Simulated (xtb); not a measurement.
A run for xtb: GFN2-xTB on H2O2 (SMILES OO).

```
$ xtb mol.xyz --gfn 2 --sp --chrg 0 --uhf 0
4

O     -0.66763024     0.24815909     0.28695206
O      0.66239473     0.25655413    -0.29166300
H     -1.14642963    -0.26786934    -0.37743748
H      1.15166514    -0.23694387     0.38214841
```

Program output:

```
[...]
           -------------------------------------------------
          |                Calculation Setup                |
           -------------------------------------------------



           -------------------------------------------------
          |                 G F N 2 - x T B                 |
           -------------------------------------------------

        Reference                      10.1021/acs.jctc.8b01176
      * Hamiltonian:
        H0-scaling (s, p, d)           1.850000    2.230000    2.230000
        zeta-weighting                 0.500000
      * Dispersion:
        s8                             2.700000
        a1                             0.520000
        a2                             5.000000
        s9                             5.000000
      * Repulsion:
        kExp                           1.500000    1.000000
        rExp                           1.000000
      * Coulomb:
        alpha                          2.000000
        third order                    shell-resolved
        anisotropic                    true
        a3                             3.000000
        a5                             4.000000
        cn-shift                       1.200000
        cn-exp                         4.000000
        max-rad                        5.000000


          ...................................................
          :                      SETUP                      :
          :.................................................:
          :  # basis functions                  10          :
          :  # atomic orbitals                  10          :
          :  # shells                            6          :
          :  # electrons                        14          :
          :  max. iterations                   250          :
          :  Hamiltonian                  GFN2-xTB          :
          :  restarted?                      false          :
          :  GBSA solvation                  false          :
          :  PC potential                    false          :
          :  electronic temp.          300.0000000     K    :
          :  accuracy                    1.0000000          :
          :  -> integral cutoff          0.2500000E+02      :
          :  -> integral neglect         0.1000000E-07      :
          :  -> SCF convergence          0.1000000E-05 Eh   :
          :  -> wf. convergence          0.1000000E-03 e    :
          :  Broyden damping             0.4000000          :
          :  net charge                          0          :
          :  unpaired electrons                  0          :
          ...................................................

 iter      E             dE          RMSdq      gap      omega  full diag
   1     -9.0823077 -0.908231E+01  0.526E+00    7.38       0.0  T
   2     -9.0830416 -0.733843E-03  0.311E+00    7.40       1.0  T
   3     -9.0833267 -0.285117E-03  0.250E-01    7.43       1.0  T
   4     -9.0833554 -0.286653E-04  0.620E-02    7.44       1.0  T
   5     -9.0833577 -0.234460E-05  0.320E-02    7.43       1.6  T
   6     -9.0833579 -0.140566E-06  0.181E-03    7.43      27.7  T
   7     -9.0833579 -0.442245E-09  0.559E-04    7.43      89.4  T
   8     -9.0833579 -0.852722E-10  0.320E-05    7.43    1564.0  T

   *** convergence criteria satisfied after 8 iterations ***

         #    Occupation            Energy/Eh            Energy/eV
      -------------------------------------------------------------
         1        2.0000           -0.7247182             -19.7206
         2        2.0000           -0.6974896             -18.9797
         3        2.0000           -0.6059598             -16.4890
         4        2.0000           -0.6045292             -16.4501
         5        2.0000           -0.5649349             -15.3727
         6        2.0000           -0.4856513             -13.2152
         7        2.0000           -0.4523235             -12.3083 (HOMO)
         8                         -0.1791037              -4.8737 (LUMO)
         9                          0.1027744               2.7966
        10                          0.1484267               4.0389
      -------------------------------------------------------------
                  HL-Gap            0.2732197 Eh            7.4347 eV
             Fermi-level           -0.3157136 Eh           -8.5910 eV

 SCC (total)                   0 d,  0 h,  0 min,  0.002 sec
 SCC setup                      ...        0 min,  0.000 sec (  4.252%)
 Dispersion                     ...        0 min,  0.000 sec (  1.795%)
 classical contributions        ...        0 min,  0.000 sec (  0.858%)
 integral evaluation            ...        0 min,  0.000 sec (  7.039%)
 iterations                     ...        0 min,  0.001 sec ( 68.652%)
 molecular gradient             ...        0 min,  0.000 sec ( 12.726%)
 printout                       ...        0 min,  0.000 sec (  4.199%)

         :::::::::::::::::::::::::::::::::::::::::::::::::::::
         ::                     SUMMARY                     ::
         :::::::::::::::::::::::::::::::::::::::::::::::::::::
         :: total energy              -9.051638717938 Eh    ::
         :: gradient norm              0.035923993725 Eh/a0 ::
         :: HOMO-LUMO gap              7.434687610687 eV    ::
         ::.................................................::
         :: SCC energy                -9.083357853566 Eh    ::
         :: -> isotropic ES            0.031002632315 Eh    ::
         :: -> anisotropic ES         -0.005000774935 Eh    ::
         :: -> anisotropic XC         -0.006809214864 Eh    ::
         :: -> dispersion             -0.000469246847 Eh    ::
         :: repulsion energy           0.031719135629 Eh    ::
         :: add. restraining           0.000000000000 Eh    ::
         :: total charge              -0.000000000000 e     ::
         :::::::::::::::::::::::::::::::::::::::::::::::::::::

           -------------------------------------------------
          |                Property Printout                |
           -------------------------------------------------

    * Orbital Energies and Occupations

         #    Occupation            Energy/Eh            Energy/eV
      -------------------------------------------------------------
         1        2.0000           -0.7247182             -19.7206
         2        2.0000           -0.6974896             -18.9797
         3        2.0000           -0.6059598             -16.4890
         4        2.0000           -0.6045292             -16.4501
         5        2.0000           -0.5649349             -15.3727
         6        2.0000           -0.4856513             -13.2152
         7        2.0000           -0.4523235             -12.3083 (HOMO)
         8                         -0.1791037              -4.8737 (LUMO)
         9                          0.1027744               2.7966
        10                          0.1484267               4.0389
      -------------------------------------------------------------
                  HL-Gap            0.2732197 Eh            7.4347 eV
             Fermi-level           -0.3157136 Eh           -8.5910 eV

     #   Z          covCN         q      C6AA      α(0)
     1   8 O        1.713    -0.322    19.382     5.944
     2   8 O        1.713    -0.322    19.382     5.944
     3   1 H        0.804     0.322     0.658     1.274
     4   1 H        0.804     0.322     0.658     1.274

 Mol. C6AA /au·bohr⁶  :        108.199221
 Mol. C8AA /au·bohr⁸  :       2034.325179
 Mol. α(0) /au        :         14.436498


Wiberg/Mayer (AO) data.
largest (>0.10) Wiberg bond orders for each atom

 ---------------------------------------------------------------------------
     #   Z sym  total        # sym  WBO       # sym  WBO       # sym  WBO
Note: The following floating-point exceptions are signalling: IEEE_DENORMAL
normal termination of xtb
 ---------------------------------------------------------------------------
     1   8 O    1.898 --     2 O    1.003     3 H    0.894
     2   8 O    1.898 --     1 O    1.003     4 H    0.894
     3   1 H    0.896 --     1 O    0.894
     4   1 H    0.896 --     2 O    0.894
 ---------------------------------------------------------------------------

Topologies differ in total number of bonds
Writing topology from bond orders to xtbtopo.mol

molecular dipole:
                 x           y           z       tot (Debye)
 q only:        0.006      -0.615       0.006
   full:        0.009      -0.842       0.008       2.141
molecular quadrupole (traceless):
                xx          xy          yy          xz          yz          zz
 q only:        1.951       0.052      -1.079       2.171       0.024      -0.871
  q+dip:        1.582       0.058      -0.771       3.623       0.037      -0.812
   full:        2.258       0.067      -1.301       3.255       0.037      -0.958


           -------------------------------------------------
          | TOTAL ENERGY               -9.051638717938 Eh   |
          | GRADIENT NORM               0.035923993725 Eh/α |
          | HOMO-LUMO GAP               7.434687610687 eV   |
           -------------------------------------------------

------------------------------------------------------------------------
------------------------------------------------------------------------
 total:
 SCF:
```

The run finished.

Cost: very roughly 0.03 core-seconds.
